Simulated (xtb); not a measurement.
C$_{4}$H$_{10}$S, charge +1, doublet, geometry from GFN2-xTB (a state made from the parent by changing its charge; the spin is typed, not shown lowest); xtb with GFN2-xTB.

Here is a job for xtb.
```
$ xtb mol.xyz --gfn 2 --chrg 1 --uhf 1 --json

# file mol.xyz
15

C      2.59170849    -0.14271613    -0.24099814
C      1.21814163     0.46782335    -0.39546663
S      0.00481195    -0.25518514     0.72153988
C     -1.52857085     0.53499416     0.18624468
C     -2.29504397    -0.40048065    -0.74652669
H      2.98114629    -0.00099103     0.76498396
H      3.27873756     0.33293236    -0.93701579
H      2.57953419    -1.21003485    -0.45078805
H      1.24215155     1.54444834    -0.19409714
H      0.83657518     0.33811601    -1.41395163
H     -1.30560907     1.48655274    -0.29316258
H     -2.11319891     0.70277725     1.09241797
H     -2.49196794    -1.36036331    -0.27544478
H     -1.74973697    -0.56726257    -1.67231276
H     -3.25203511     0.05906290    -0.98478662
```

It wrote (shortened):

```
   ID    Z sym.   atoms
    1    6 C      1, 2, 4, 5
    2   16 S      3
    3    1 H      6-15

           -------------------------------------------------
          |                Calculation Setup                |
           -------------------------------------------------

           -------------------------------------------------
          |                 G F N 2 - x T B                 |
           -------------------------------------------------

          ...................................................
          :                      SETUP                      :
          :.................................................:
          :  # basis functions                  36          :
          :  # atomic orbitals                  35          :
          :  # shells                           21          :
          :  # electrons                        31          :
          :  max. iterations                   250          :
          :  Hamiltonian                  GFN2-xTB          :
          :  restarted?                      false          :
          :  GBSA solvation                  false          :
          :  PC potential                    false          :
          :  electronic temp.          300.0000000     K    :
          :  accuracy                    1.0000000          :
          :  -> integral cutoff          0.2500000E+02      :
          :  -> integral neglect         0.1000000E-07      :
          :  -> SCF convergence          0.1000000E-05 Eh   :
          :  -> wf. convergence          0.1000000E-03 e    :
          :  Broyden damping             0.4000000          :
          :  net charge                          1          :
          :  unpaired electrons                  1          :
          ...................................................

 iter      E             dE          RMSdq      gap      omega  full diag
   1    -16.6175126 -0.166175E+02  0.306E+00    5.19       0.0  T
   2    -16.6387111 -0.211985E-01  0.172E+00    5.21       1.0  T
   3    -16.6408407 -0.212957E-02  0.647E-01    5.25       1.0  T
   4    -16.6413158 -0.475150E-03  0.302E-01    5.21       1.0  T
   5    -16.6414021 -0.862529E-04  0.751E-02    5.22       1.0  T
   6    -16.6414185 -0.163969E-04  0.399E-02    5.22       1.0  T
   7    -16.6414202 -0.174675E-05  0.112E-02    5.22       2.3  T
   8    -16.6414205 -0.277001E-06  0.384E-03    5.22       6.7  T
   9    -16.6414205 -0.855949E-08  0.165E-03    5.22      15.6  T
[...]
         :: total energy             -16.427109992705 Eh    ::
[...]
    15   1 H        0.925     0.108     1.715     2.048

 Mol. C6AA /au·bohr⁶  :       1879.865259
 Mol. C8AA /au·bohr⁸  :      51185.430547
 Mol. α(0) /au        :         66.674715

Wiberg/Mayer (AO) data.
largest (>0.10) Wiberg bond orders for each atom

 ---------------------------------------------------------------------------
     #   Z sym  total        # sym  WBO       # sym  WBO       # sym  WBO
 ---------------------------------------------------------------------------
     1   6 C    3.974 --     2 C    1.033     7 H    0.966     8 H    0.965
                             6 H    0.963
     2   6 C    3.957 --     3 S    1.067     1 C    1.033    10 H    0.912
                             9 H    0.910
     3  16 S    2.412 --     2 C    1.067     4 C    1.034
     4   6 C    3.950 --     3 S    1.034     5 C    0.977    11 H    0.963
                            12 H    0.941
     5   6 C    3.967 --    14 H    0.978    13 H    0.978     4 C    0.977
                            15 H    0.953
     6   1 H    0.990 --     1 C    0.963
     7   1 H    0.990 --     1 C    0.966
     8   1 H    0.991 --     1 C    0.965
     9   1 H    0.982 --     2 C    0.910
    10   1 H    0.982 --     2 C    0.912
    11   1 H    0.990 --     4 C    0.963
    12   1 H    0.985 --     4 C    0.941
    13   1 H    0.993 --     5 C    0.978
    14   1 H    0.994 --     5 C    0.978
    15   1 H    0.987 --     5 C    0.953
 ---------------------------------------------------------------------------

Topologies differ in total number of bonds
Writing topology from bond orders to xtbtopo.mol

molecular dipole:
                 x           y           z       tot (Debye)
 q only:       -0.031       0.305      -0.075
   full:       -0.099       0.496      -0.162       1.349
molecular quadrupole (traceless):
                xx          xy          yy          xz          yz          zz
 q only:        9.585       0.171      -5.034      -0.384      -0.186      -4.551
  q+dip:        7.923       0.394      -4.018      -1.027       0.013      -3.905
   full:        8.560       0.341      -4.373      -0.849       0.244      -4.187

           -------------------------------------------------
          | TOTAL ENERGY              -16.427109992705 Eh   |
          | GRADIENT NORM               0.000023893752 Eh/α |
          | HOMO-LUMO GAP               5.216610634637 eV   |
           -------------------------------------------------

normal termination of xtb
```
